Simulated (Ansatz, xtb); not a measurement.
# Ranking isomers of C5H7NO2S

3 gas-phase structures of C5H7NO2S, from a drawn sample of its isomers (lower ones may exist). Each was relaxed with GFN2-xTB; where two conformers were screened, the lower at r2SCAN-D4/def2-SVP is listed:

A. `CS(=O)(=O)c1cc[nH]c1`, a singlet
B. `NC(=O)[C@@H]1CSCC1=O`, a singlet
C. `C=NC(=S)[C@H](C)OC=O`, a singlet

Make a reasoned guess at their ranking by r2SCAN-D4/def2-SVP single-point energy.

Calculated order at r2SCAN-D4/def2-SVP: B (0.0), C (156.0), A (258.1) kJ/mol.

Energies above the lowest of each column, in kJ/mol; the last columns are at PBE0-D3(BJ)/def2-SVP geometries:

```tsv
structure	GFN2-xTB	HF/STO-3G	r2SCAN-D4/def2-SVP	PBE0-D3(BJ)/def2-SVP	CCSD(T)/def2-SVP + ΔMP2/def2-TZVPP
B	0.0	0.0	0.0	0.0	0.0
C	111.9	275.0	156.0	172.5	148.6
A	98.9	1103.2	258.1	265.6	130.2
```

Every level run on B puts it lowest or level with the lowest. CCSD(T)/def2-SVP + ΔMP2/def2-TZVPP orders those it was run on as B (0.0), A (130.2), C (148.6) kJ/mol. Flexible structures stand in one conformer each, not always the lowest. The ΔMP2 step shifts differences by up to 185.1 kJ/mol, which makes them less sure. ΔMP2 is the change of the MP2 energy from the smaller to the larger basis.

Programs: Ansatz 0.2.0, xtb 6.7.1.
